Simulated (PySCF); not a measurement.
Species: C₅H₅GaO₂.
Geometry (PBE0-D3(BJ)/def2-SVP, Å), atoms numbered from 1 in this order:
```xyz
13
C5H5GaO2 angstrom
C      3.3428   -0.3207   -0.6325
C      2.3696    0.1262   -0.0502
Ga     0.8495    0.8490    0.8765
O     -0.4051    1.4160   -0.5050
C     -1.4055    0.7458   -0.8911
C     -1.8642   -0.4626   -0.3591
C     -1.2663   -1.0802    0.7426
O     -0.2476   -0.6823    1.3773
H      4.2036   -0.7125   -1.1454
H      0.8563    1.8857    2.0302
H     -1.9702    1.1843   -1.7338
H     -2.7457   -0.9257   -0.8021
H     -1.7242   -2.0117    1.1220
```

The calculation used TDDFT CAM-B3LYP/def2-SVPD, vertical, gas phase, core orbitals frozen in the response in PySCF 2.14.0, density-fitted response routines. The CAM-B3LYP/def2-SVPD calculation is non-relativistic and has no spin–orbit coupling, an omission that weighs most on gallium.

Computed states:

```json
{"state": "S1", "E (eV)": "4.59", "f": "0.0008"}
{"state": "S2", "E (eV)": "4.67", "f": "0.149"}
{"state": "S3", "E (eV)": "5.52", "f": "0.0000"}
{"state": "S4", "E (eV)": "5.83", "f": "0.011"}
{"state": "S5", "E (eV)": "5.96", "f": "0.0017"}
{"state": "S6", "E (eV)": "6.20", "f": "0.0000"}
```

Each state is given a Gaussian of 0.4 eV full width at half maximum, with ε(max) = 2.175×10⁸ f / Δν̃ (Δν̃ the width in cm⁻¹). The width is an assumption, not a result. The curve ends short of the highest state used, and states not computed would add to its high-energy end.

(1) Give the broadened spectrum and its maxima.

(2) Coming from long wavelengths, where does ε first pass 100 L mol⁻¹ cm⁻¹?

(3) On this curve, what absorbance would a 10⁻⁵ mol/L sample give at 254 nm over a 1 cm path?

Answers

(1) 
| E (eV) | ε (L mol⁻¹ cm⁻¹) |
| --- | --- |
| 3.99 | 3 |
| 4.04 | 11 |
| 4.10 | 37 |
| 4.16 | 113 |
| 4.21 | 261 |
| 4.27 | 636 |
| 4.32 | 1215 |
| 4.38 | 2359 |
| 4.43 | 3728 |
| 4.49 | 5761 |
| 4.54 | 7529 |
| 4.60 | 9259 |
| 4.66 | 10054 |
| 4.71 | 9789 |
| 4.77 | 8458 |
| 4.82 | 6807 |
| 4.88 | 4680 |
| 4.93 | 3113 |
| 4.99 | 1703 |
| 5.04 | 936 |
| 5.10 | 408 |
| 5.16 | 157 |
| 5.21 | 65 |
| 5.27 | 23 |
| 5.32 | 16 |
| 5.38 | 26 |
| 5.43 | 50 |
| 5.49 | 107 |
| 5.54 | 184 |
| 5.60 | 316 |

Maxima: 266 nm (4.67 eV), ε about 10000, made up of S2 (100%) (ε in L mol⁻¹ cm⁻¹; maxima over ε = 5, shares over 10%). At its high-energy end, 5.60 eV, the curve is still rising (ε about 320, from S4).

(2) At about 299 nm (4.15 eV), 0.44 eV below S1.

(3) 254 nm is 4.881 eV, where ε is about 4600 L mol⁻¹ cm⁻¹, so A = ε c l ≈ 0.046 (Beer–Lambert, with the gas-phase spectrum and the assumed width).
